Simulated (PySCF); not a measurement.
Compound: C6H8N2 (charge +1 and doublet state).
Cartesian coordinates in Å at the GFN2-xTB level; atoms count from 1:
```xyz
16
C6H8N2 angstrom
C      3.2421    0.2306   -0.8398
C      1.9011   -0.1050   -0.5038
C      0.7556   -0.3864   -0.2265
C     -0.6028   -0.6747    0.1120
N     -0.9377   -0.9025    1.5015
C     -2.0139    0.0427    1.5140
C     -1.6742    0.4260    0.0714
N     -2.0136    1.2009   -0.8133
H      3.3244    1.3083   -0.9995
H      3.9206   -0.0626   -0.0391
H      3.5271   -0.2651   -1.7699
H     -0.9607   -1.4818   -0.5507
H     -0.9220   -1.7939    1.9690
H     -1.8093    0.9012    2.1657
H     -3.0153   -0.3398    1.7354
H     -2.7289    1.9111   -0.7408
```

Identity: `[H]/N=C1\C[NH+][C@@H]1C#CC` [radical] (charge +1).

Computed, not measured: UKS B3LYP, pcH-1 on C H N, non-relativistic, mean-field spin-orbit, GIAO in PySCF. Geometry: GFN2-xTB; no solvent, vibrations or thermal averaging. The geometry wasn't refined by DFT: couplings that depend on bond lengths, twists or pyramidal angles can differ widely from those at the functional's own minimum, by a factor of two or more for some ions and for spin on atoms past the first row. No stability test was run, so a lower SCF solution isn't excluded.

(1) Break the g tensor into its mass correction, gauge correction and orbital-Zeeman/spin–orbit terms.

(2) How much does each term add to the isotropic shift?

(3) What effective moment and Curie constant follow for a powder?

(4) What are the electron Larmor frequencies g μB B/h along the three axes at 330 mT?

(5) In a frozen sample, at which fields do the three g values resonate at 9.5, 34, 94 and 263 GHz (hyperfine left aside), and which band first spreads them over more than twice a line width of 0.5 mT?

## Answers

(1) 
```json
{"Δg (ppm)": "relativistic mass correction", "1": "-198", "2": "-198", "3": "-198"}
{"Δg (ppm)": "gauge correction", "1": "23", "2": "16", "3": "39"}
{"Δg (ppm)": "orbital Zeeman/spin–orbit", "1": "601", "2": "1077", "3": "3099"}
{"Δg (ppm)": "total", "1": "425", "2": "894", "3": "2940"}
```

So g = 2.00274, 2.00321, 2.00526 and g_iso = 2.00374; the tensor is rhombic: the two nearest values differ by 19 % of g3 − g1. Axes: g2 points within 8° of the C7–N8 bond and g3 points within 15° of the C2–C3 bond.

(2) The orbital-Zeeman/spin–orbit term 1592, the mass correction -198 and the gauge correction 26 ppm, for a total of 1420 ppm. The orbital-Zeeman/spin–orbit term is the largest in size. The mass correction is the same along every axis, so the anisotropy comes from the other two: their spans along these axes are 23 (gauge) and 2498 ppm (orbital Zeeman/spin–orbit).

(3) With the mean of g² = 4.0150 and S(S+1) = 0.75: μ_eff = √(⟨g²⟩S(S+1)) = 1.735 μB and χT = 0.12505·⟨g²⟩·S(S+1) = 0.377 cm³ K/mol (cgs; spin-Hamiltonian part alone).

(4) 9.2502, 9.2524, 9.2618 GHz for g1, g2 and g3, a range of 11.6 MHz.

(5) 
```json
{"band": "X", "GHz": "9.5", "B(g3) mT": "338.49", "B(g2) mT": "338.83", "B(g1) mT": "338.91", "spread mT": "0.43"}
{"band": "Q", "GHz": "34.0", "B(g3) mT": "1211.43", "B(g2) mT": "1212.66", "B(g1) mT": "1212.95", "spread mT": "1.52"}
{"band": "W", "GHz": "94.0", "B(g3) mT": "3349.24", "B(g2) mT": "3352.66", "B(g1) mT": "3353.44", "spread mT": "4.21"}
{"band": "J", "GHz": "263.0", "B(g3) mT": "9370.74", "B(g2) mT": "9380.31", "B(g1) mT": "9382.50", "spread mT": "11.77"}
```

The spread grows in proportion to the frequency. Q band is the first where it exceeds 1.0 mT.

The Mulliken spin populations are largest on N5 (+0.40), N8 (+0.18), C2 (+0.15) and H12 (+0.08).

The HOMO–LUMO gaps are 6.24 eV among the α and 1.56 eV among the β orbitals.
